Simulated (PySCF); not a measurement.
Bi(Br)(TeH)2 (BiBrH₂Te₂), SMILES [Br][Bi]([TeH])[TeH]. Atoms are numbered in the order given.

```xyz
6

Bi    -0.0567     0.1804     0.9229
Br    -1.9183    -1.6892     0.5202
Te    -0.9300     1.7025    -1.3758
H      0.3861     2.7299    -1.2322
Te     2.2493    -0.8768    -0.4426
H      2.8609    -1.5208     0.9806
```
Charge 0, spin multiplicity 1.

Coordinates come from a B3LYP-D3(BJ)/def2-SVP optimisation. The structure was generated by enumeration; whether it is a known compound was not checked. The def2 effective core potentials stand for the cores of Bi, Te; spin–orbit coupling is left out.

Computed with PySCF with PBE0/def2-TZVP.

ESP charges are fitted to the potential on shells at 1.4 to 2.0 van der Waals radii. Atomic charges (e):

| atom | Löwdin | ESP fit |
|---|---|---|
| Bi1 | 0.21 | 0.33 |
| Br2 | -0.16 | -0.22 |
| Te3 | -0.02 | -0.08 |
| H4 | 0.00 | 0.05 |
| Te5 | -0.03 | -0.17 |
| H6 | 0.00 | 0.09 |
